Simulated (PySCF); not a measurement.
C₄H₉FO, SMILES [C@@H](F)(COC)C. Atoms are numbered in the order given.

```xyz
15

C      2.4308    -0.5274    -0.3242
O      1.0522    -0.3038    -0.4767
C      0.3980    -0.0487     0.7416
C     -1.0755     0.2470     0.4968
C     -1.7643    -0.7660    -0.4013
F     -1.1955     1.5164    -0.0777
H      2.9543     0.3544     0.1212
H      2.8559    -0.7185    -1.3288
H      2.6462    -1.4114     0.3267
H      0.8518     0.8279     1.2687
H      0.4791    -0.9251     1.4371
H     -1.5740     0.2888     1.4940
H     -2.8174    -0.4703    -0.5713
H     -1.2379    -0.8184    -1.3729
H     -1.7501    -1.7735     0.0607
```
Charge 0, spin multiplicity 1.

Coordinates come from a PBE-D3(BJ)/def2-SVP optimisation. The values are those of a single conformer.

Calculation: HF/pcSseg-1 run with PySCF.

GIAO shieldings, no solvent; atoms listed in one row are averaged. δ = σ(ref) − σ: ¹³C against TMS (σ = 192.6 ppm); ¹⁷O against H2O (σ = 333.0 ppm); ¹⁹F against CFCl3 (σ = 238.5 ppm); ¹H against TMS (σ = 31.99 ppm), references at their B3LYP-D3(BJ)/def2-TZVP geometries, non-relativistic.

Computed chemical shifts:
```
nucleus          atoms  count  δ (ppm)
-------  -------------  -----  -------
¹³C                 C4      1     84.9
¹³C                 C3      1     72.3
¹³C                 C1      1     57.6
¹³C                 C5      1     21.0
¹⁷O                 O2      1     -8.9
¹⁹F                 F6      1   -168.3
¹H                 H12      1     4.50
¹H                 H10      1     3.92
¹H          H7, H8, H9      3     3.71
¹H                 H11      1     3.13
¹H       H13, H14, H15      3     2.01
```
